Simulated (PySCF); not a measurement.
**Nuclear quadrupole coupling in `CCc1nc(Cl)cs1`**

Species: C5H6ClNS.
Structure used (GFN2-xTB), in Å, numbered top down from 1:
```xyz
14
C5H6ClNS angstrom
C     -2.095    0.118   -0.619
C     -1.296    0.139    0.687
C      0.152   -0.035    0.415
N      0.993    0.923    0.270
C      2.234    0.469   -0.019
Cl     3.504    1.584   -0.247
C      2.368   -0.883   -0.103
S      0.851   -1.629    0.195
H     -1.776    0.930   -1.267
H     -1.947   -0.825   -1.140
H     -3.154    0.236   -0.407
H     -1.437    1.096    1.189
H     -1.642   -0.665    1.338
H      3.246   -1.457   -0.314
```

Field gradients from the PBE0/pcSseg-1 density (PySCF, non-relativistic), principal values in atomic units, ordered |Vxx| ≤ |Vyy| ≤ |Vzz|:

```tsv
atom	Vxx	Vyy	Vzz
N4	0.4318	0.5049	-0.9367
Cl6	-1.8371	-2.1636	4.0007
S8	-0.3675	-1.4070	1.7745
```

**Question.** Find the asymmetry η = (Vxx − Vyy)/Vzz and the couplings χ = eQV/h (234.96 MHz × Q in barn × V in au), with Q(14N) = 0.02044 b, Q(35Cl) = −0.0817 b, Q(33S) = −0.0678 b.

**Answer.** 
```tsv
atom	environment	nucleus	η	χzz (MHz)	χxx (MHz)	χyy (MHz)
N4	pyridine-type nitrogen	14N	0.08	-4.499	2.074	2.425
Cl6	aryl chlorine	35Cl	0.08	-76.80	35.27	41.53
S8	thiophene-type sulfur	33S	0.59	-28.27	5.86	22.41
```

The tensor is traceless: Vxx + Vyy + Vzz = 0.

**Question.** What is Vzz at Cl6 in SI units (1 au = 9.71736 × 10²¹ V/m²)?

**Answer.** 4.0007 au = 38.876 × 10²¹ V/m².

Were the hydrogens deuterons (Q(2H) = 0.00286 b), χzz would run from 203 kHz (H13 and H12) to 235 kHz (H14).

The structure is a single GFN2-xTB conformer in the gas phase; no vibrational or solvent corrections. GFN2-xTB bond lengths can be off by several hundredths of an ångström, more for odd bonds, and the gradients follow them. A larger basis could move these couplings by a tenth or more.
